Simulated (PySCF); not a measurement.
Species: C₅H₁₀O₂SSi₂.
Structure used (GFN2-xTB), in Å, numbered top down from 1:
```xyz
20
C5H10O2SSi2 angstrom
C      0.047    2.467   -0.801
C      0.018    1.290   -0.569
C      0.007   -0.109   -0.281
S      1.745   -0.794   -0.256
C      2.606    0.611    0.572
O      2.183   -0.768   -1.655
C     -0.672   -0.418    1.056
Si    -2.503   -0.822    0.668
O     -2.333   -1.243   -0.907
Si    -0.899   -1.076   -1.687
H      0.053    3.494   -1.015
H      2.470    1.511   -0.017
H      3.659    0.352    0.626
H      2.195    0.728    1.568
H     -0.185   -1.293    1.495
H     -0.540    0.406    1.757
H     -2.994   -2.003    1.365
H     -3.375    0.345    0.714
H     -1.128   -0.255   -2.864
H     -0.362   -2.413   -1.881
```

NICS = −σ at a ghost point: NICS(0) at the centroid of the ring atoms, NICS(1) 1 Å to either side along the normal of their mean plane, zz for the tensor component along that normal. Level: GIAO PBE0/pcSseg-1 (PySCF, non-relativistic, gas phase) on the GFN2-xTB geometry, one conformer.

Ring bond lengths (Å), with Mayer bond orders in brackets: C3–C7 1.531 (0.97), C7–Si8 1.915 (0.87), Si8–O9 1.639 (0.93), O9–Si10 1.641 (0.93), Si10–C3 1.932 (0.73).

Give the NICS values of each ring in ppm.

```tsv
ring	type	NICS(0)	NICS(1), two faces	NICS(1)zz, two faces	rms pucker (Å)	centre to ring atoms, mean (Å)
C3–C7–Si8–O9–Si10	5-membered ring with O and 2 Si; formal bonds all single	-4.7	-2.5 / -2.8	-2.1 / -2.8	0.14	1.46
```

What can be read from them?

- C3–C7–Si8–O9–Si10: mean NICS(1)zz -2.5 ppm, near zero. C3, C7, Si8, Si10 have four or more neighbours; no verdict on aromaticity is drawn.

Time: 1.9 min wall; peak memory 1.1 GiB. Hardware: an Arm Neoverse N1 with one thread, shared host. This is the whole shielding run at PBE0/pcSseg-1, SCF included.
